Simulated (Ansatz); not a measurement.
`C#[C][Ti]([F])([Cl])[Cl]` + H₂O → `C#[C][Ti]([OH])([F])[Cl]` + HCl at 700 K and 1 bar (formal hydrolysis of a Ti–Cl bond).

Isolated molecules relaxed with PBE0-D4/def2-TZVP in Ansatz; ΔE leaves out vibrations. CCSD(T)/CBS adds triple-zeta CCSD(T) − MP2 to the extrapolated MP2 energy (def2 sets, frozen cores). This one scheme is used for every species. For Ti outer-core shells are correlated without core-valence functions, which leaves a few kJ/mol of doubt a bond. Scalar relativity is left out up to krypton. Each species was taken in one conformer, which may not be the lowest.

| species | CCSD(T)/CBS energy (Eh) | H − E (kJ/mol) | S (J/(mol·K)) |
| --- | --- | --- | --- |
| `C#[C][Ti]([F])([Cl])[Cl]` | -1945.11119 | 137.7 | 495.0 |
| H₂O | -76.37941 | 80.5 | 218.4 |
| `C#[C][Ti]([OH])([F])[Cl]` | -1561.10164 | 174.1 | 511.7 |
| HCl | -460.38127 | 38.4 | 211.8 |

H − E and S are ideal-gas, rigid-rotor, harmonic terms from PBE0-D4/def2-TZVP, for one conformer and one mirror image of each species. 1 Eh = 2625.50 kJ/mol, R = 8.31446 J/(mol·K).

**Question.** By hand: ΔE, ΔH, ΔS and ΔG.

**Answer.** ΔE = (-1561.10164) + (-460.38127) − (-1945.11119) − (-76.37941) = 0.00769 Eh = 20.2 kJ/mol. Δ(H − E) = 174.1 + 38.4 − 137.7 − 80.5 = -5.7, so ΔH = 14.5 kJ/mol. ΔS = 511.7 + 211.8 − 495.0 − 218.4 = 10.1 J/(mol·K). ΔG = 14.5 − 700 × (10.1)/1000 = 7.4 kJ/mol.

**Question.** By hand: the equilibrium constant, and the temperature at which ΔG would vanish if ΔH and ΔS stayed fixed.

**Answer.** log₁₀ K = −ΔG/(RT ln 10) = -0.6. ΔG = 0 at ΔH/ΔS = 1436 K, though so small a ΔS makes that figure unsure.

TΔS isn't small against ΔH here. A doubt of 5 kJ/mol in ΔE shifts log₁₀ K by 0.4 here. Other conformers and mirror images would add mixing entropy, several J/(mol·K) or more a flexible species. These are equilibria of isolated gas molecules and say nothing of rates. Largest T1 diagnostic: 0.024 (customary marks: 0.02 for closed shells, 0.045 for open ones).
